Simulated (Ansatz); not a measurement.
**Redistribution: SiH3Br + SiH(CH3)2Br → SiH3(CH3) + SiH(CH3)Br2**

Species: SiH3Br `[SiH3]Br`, singlet; SiH(CH3)2Br, singlet; SiH3(CH3) (methylsilane), singlet; SiH(CH3)Br2, singlet. The partners trade Br for CH3; both sit on Si, so the bond types are kept.

Shapes, held fixed at every level: PBE0-D4/def2-TZVP. Programs: Ansatz 0.2.0. The zero-point and thermal change to 298 K, harmonic and unscaled (PBE0-D4/def2-TZVP), is -0.1 kJ/mol.

```
                level                    kind  ΔH(298 K) (kJ/mol)  less CCSD(T)/def2-TZVPP  CPU time (sum over the molecules)
          HF/def2-SVP            Hartree–Fock                +5.3                     +4.2                                  –
        HF/def2-TZVPP            Hartree–Fock                +6.4                     +5.3                                  –
     SPW92/def2-TZVPP                     LDA                -2.8                     -3.9                               18 s
    PBE-D4/def2-TZVPP                     GGA                -2.4                     -3.5                               30 s
r2SCAN0-D4/def2-TZVPP           global hybrid                +0.8                     -0.3                               72 s
   wB97X-V/def2-TZVPP  range-separated hybrid                +1.5                     +0.4                            1.7 min
   CCSD(T)/def2-TZVPP   coupled cluster or CI                +1.1                      0.0                             28 min
```

The highest level, CCSD(T)/def2-TZVPP, gives ΔH(298 K) = +1.1 kJ/mol; the levels span -2.8 to +6.4. That is about zero within the method's error. They disagree on the sign: 5 of 7 are positive. The column of differences is taken from that level and isn't an error. No measured value is set beside it here. Relativity is left out for Br. Outer-core shells of Br are correlated, in sets that cover them unevenly. Times are processor times on shared x86 and Arm servers, and rough.
